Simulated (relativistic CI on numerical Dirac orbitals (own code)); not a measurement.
**Electric-dipole transitions in Pd⁴²⁺**

Calculated at this level of theory: Dirac-Coulomb-Breit CI, separate exchange-only KLI orbitals for each configuration, model QED (radiative potential, 1s self-energy scaled to tabulated hydrogen-like ionisation energies), unscaled Slater integrals (own radial code, finite nucleus).

Configuration list (outside the closed core 1s2): 2s², 2s2p, 2p², 2p3s, 2p3p, 2s3s, 2s3p, 2s3d, 2s4s, 2s4p, 2s4d, 2s4f, 3s², 3s3p, 3p². Levels of other configurations are missing.

| λ vac (nm) | Lower | Upper | A (s⁻¹) | gf | Branching (%) |
| --- | --- | --- | --- | --- | --- |
| 0.24457 | 2s2p ³P°1 [3] | 2s4d ³D2 [42] | 6.52e+13 | 2.92e-01 | 61.8 |
| 0.25247 | 2s2p ³P°2 [5] | 2s4d ³D3 [43] | 7.69e+13 | 5.15e-01 | 76.1 |
| 0.25517 | 2s2p ¹P°1 [6] | 2s4d ¹D2 [44] | 7.39e+13 | 3.61e-01 | 72.5 |
| 0.31489 | 2s2p ³P°2 [5] | 2p3p ³P2 [33] | 3.34e+13 | 2.48e-01 | 40.3 |
| 0.31591 | 2s2p ³P°0 [2] | 2p3p ³P1 [25] | 4.35e+13 | 1.95e-01 | 61.6 |
| 0.31637 | 2s2p ³P°2 [5] | 2p3p ³D3 [31] | 6.58e+13 | 6.91e-01 | 99.6 |
| 0.31722 | 2s2p ³P°1 [3] | 2p3p ³D2 [26] | 6.56e+13 | 4.95e-01 | 88.8 |
| 0.31784 | 2s² ¹S0 [1] | 2s3p ¹P°1 [15] | 7.04e+13 | 3.20e-01 | 89.5 |
| 0.31942 | 2s2p ¹P°1 [6] | 2p3p ³P2 [33] | 4.88e+13 | 3.73e-01 | 58.9 |
| 0.31978 | 2s2p ³P°2 [5] | 2p3p ³D2 [30] | 4.55e+13 | 3.49e-01 | 51.7 |
| 0.31997 | 2s2p ³P°2 [5] | 2p3p ³P1 [29] | 6.44e+13 | 2.96e-01 | 76.8 |
| 0.32090 | 2s2p ¹P°1 [6] | 2p3p ¹P1 [32] | 5.48e+13 | 2.54e-01 | 74.9 |
| 0.32171 | 2s² ¹S0 [1] | 2s3p ³P°1 [14] | 5.34e+13 | 2.49e-01 | 97.4 |
| 0.32293 | 2s2p ³P°0 [2] | 2s3d ³D1 [18] | 1.71e+14 | 8.02e-01 | 55.0 |
| 0.32395 | 2s2p ³P°1 [3] | 2s3d ³D2 [19] | 2.04e+14 | 1.61e+00 | 78.2 |
| 0.32444 | 2s2p ³P°1 [3] | 2s3d ³D1 [18] | 1.20e+14 | 5.67e-01 | 38.5 |
| 0.32446 | 2s2p ¹P°1 [6] | 2p3p ³D2 [30] | 4.22e+13 | 3.33e-01 | 47.9 |
| 0.33729 | 2s2p ³P°2 [5] | 2s3d ³D3 [21] | 2.45e+14 | 2.92e+00 | 100.0 |
| 0.33845 | 2s2p ³P°2 [5] | 2s3d ³D2 [19] | 5.55e+13 | 4.76e-01 | 21.2 |
| 0.34137 | 2s2p ¹P°1 [6] | 2s3d ¹D2 [23] | 2.03e+14 | 1.78e+00 | 95.8 |
| 0.91797 | 2s3s ³S1 [11] | 2s4p ³P°2 [39] | 9.38e+12 | 5.92e-01 | 85.6 |
| 0.94087 | 2s3p ³P°1 [14] | 2s4d ³D2 [42] | 1.84e+13 | 1.22e+00 | 17.5 |
| 0.94112 | 2s3p ³P°0 [13] | 2s4d ³D1 [41] | 1.33e+13 | 5.31e-01 | 12.6 |
| 0.96843 | 2s3p ¹P°1 [15] | 2s4d ¹D2 [44] | 1.49e+13 | 1.05e+00 | 14.7 |
| 0.97572 | 2s3p ³P°2 [16] | 2s4d ³D3 [43] | 2.41e+13 | 2.41e+00 | 23.9 |
| 0.98492 | 2s3d ³D1 [18] | 2s4f ³F°2 [45] | 3.58e+13 | 2.61e+00 | 73.4 |
| 0.98934 | 2s3d ³D2 [19] | 2s4f ³F°3 [46] | 4.13e+13 | 4.25e+00 | 85.0 |
| 0.98951 | 2s3d ³D2 [19] | 2s4f ³F°2 [45] | 6.67e+12 | 4.90e-01 | 13.7 |
| 0.99711 | 2s3d ³D3 [21] | 2s4f ³F°4 [47] | 4.78e+13 | 6.41e+00 | 99.0 |
| 1.0061 | 2s3d ¹D2 [23] | 2s4f ¹F°3 [48] | 4.29e+13 | 4.56e+00 | 89.8 |

Terms are leading LS components. Brackets give the number of a level in order of energy, since labels repeat. The list gives strong lines, with weight on those to low levels, without lines whose two gauges differ by over a factor of 2.5, among the lowest 48 of 58 levels, so that lines to higher ones, which can be the strongest, are missing. Levels whose partners in the same complex of configurations lie outside the list can be far off, and so can their lines. Rates are taken at the computed energies, electric ones in the length gauge.

At this charge energies of transitions that change n are usually good to better than 1 %, and those within a shell (Δn = 0) to a few per cent.

LS names give the leading component of a level, which can be under half, so a name can repeat, a term be missing and a line seem to break the LS rules.
